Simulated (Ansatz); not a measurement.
A run for Ansatz (a first-principles code): R-B3LYP/def2-TZVPP on BiH3O (SMILES [OH][BiH2]), a point of a torsion scan. Elements past Kr take the def2 small-core potentials; no spin–orbit coupling.

Ansatz 0.2 input:
```yaml
crystal:
  periodic: [false, false, false]
  atoms:
    - {symbol: O, position_ang: [1.21277447, -0.57452320, -0.15152606]}
    - {symbol: Bi, position_ang: [-0.61467829, 0.30536790, 0.47569119]}
    - {symbol: H, position_ang: [1.94005152, 0.01472818, 0.04656699]}
    - {symbol: H, position_ang: [-1.50787182, -1.10490223, -0.09194542]}
    - {symbol: H, position_ang: [-0.52723787, -0.45289696, 2.08507466]}
basis:
  gaussian:
    orbitals: def2-TZVPP
hamiltonian:
  xc: {name: B3LYP}
scf: {lower_state_search: off}
```

Output:

```
WARN ansatz: RAYON_NUM_THREADS=1 ignored (pool sized by the plan → 1); use --threads N
Functional definition: B3LYP
these checks for a lower state are left out or cut short: stability, starts, cluster_reference, orbital_swaps, neighbouring_geometries, increment
integrals: 0.03 GiB planned
733 factors; their error is unknown
mean field: 0.35 GiB planned
mean field evaluation 1: about -7931.9634 eV, gradient 6.4e1 eV
mean field evaluation 2: about -7840.0462 eV, gradient 1.8e2 eV
mean field evaluation 4: about -7938.8204 eV, gradient 1.3e1 eV
mean field evaluation 8: about -7939.0864 eV, gradient 8.4e-2 eV
mean field evaluation 16: about -7939.1477 eV, gradient 4.0e-5 eV
mean field -7939.14767043 eV, -291.7582955408 hartree, gradient 1.3e-6 eV, S^2 0.000000; 0 other end points of the search recorded, 0 dependent functions left out
reference -7939.14789595 eV, -291.7583038283 hartree; 17, 17 occupied and 106, 106 virtual orbitals, 733 factors
Total energy: -7939.14789595 eV, -291.7583038283 hartree
Checks for a lower state left out: stability, starts, cluster_reference, orbital_swaps, neighbouring_geometries, increment
```

The calculation finished and met its thresholds.

Cost: around 1.9 core-seconds (rough).
